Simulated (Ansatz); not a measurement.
Reaction (formal exchange of groups at the Si–S bond): `F[Si](F)(F)S[Si](F)(F)F` + BH₃ → `B[Si](F)(F)F` + `F[Si](F)(F)S`

Computed with Ansatz on PBE0-D4/def2-TZVP structures; ΔE is electronic, products minus reactants. CCSD(T)/CBS adds triple-zeta CCSD(T) − MP2 to the extrapolated MP2 energy (def2 sets, frozen cores). This one scheme is used for every species. Functionals use def2-TZVPP. Each species was taken in one conformer, which may not be the lowest.

```json
{"level": "r2SCAN0-D4", "ΔE (eV)": "0.79"}
{"level": "ωB97X-V", "ΔE (eV)": "0.71"}
{"level": "PBE", "ΔE (eV)": "0.59"}
{"level": "r2SCANh", "ΔE (eV)": "0.76"}
{"level": "CCSD(T)/def2-SVP", "ΔE (eV)": "0.61"}
{"level": "SCS-MP2/def2-TZVPP", "ΔE (eV)": "0.76"}
{"level": "MP2/def2-QZVPP", "ΔE (eV)": "0.83"}
{"level": "CCSD/CBS(def2)", "ΔE (eV)": "0.71"}
```

(1) What does CCSD(T)/CBS give? (Estimate.)

Largest T1 diagnostic among the species: 0.012.

Answers

(1) Computed: +0.73 eV. The listed levels differ from it by 0.06, -0.02, -0.14, 0.03, -0.12, 0.03, 0.10, -0.02 eV.

The D4 term adds +0.14 eV with B3LYP and +0.08 eV with PBE0; it sums over pairs of atoms, weighted by their polarisabilities, and B3LYP, whose exchange is more repulsive, gets the larger term. Leaving LDA and LC-ωPBE aside and taking each functional with its dispersion term where it has one, the values, not all of them listed here, spread over 0.12 eV, from PBE-D4 to BHLYP-D4. LDA lies +0.04 eV from PBE without D4. At CCSD(T), def2-SVP lies −0.12 eV from the extrapolated value and def2-TZVPP −0.02 eV.

B3LYP here is the variant with VWN-RPA as its local correlation; programs differ in this.
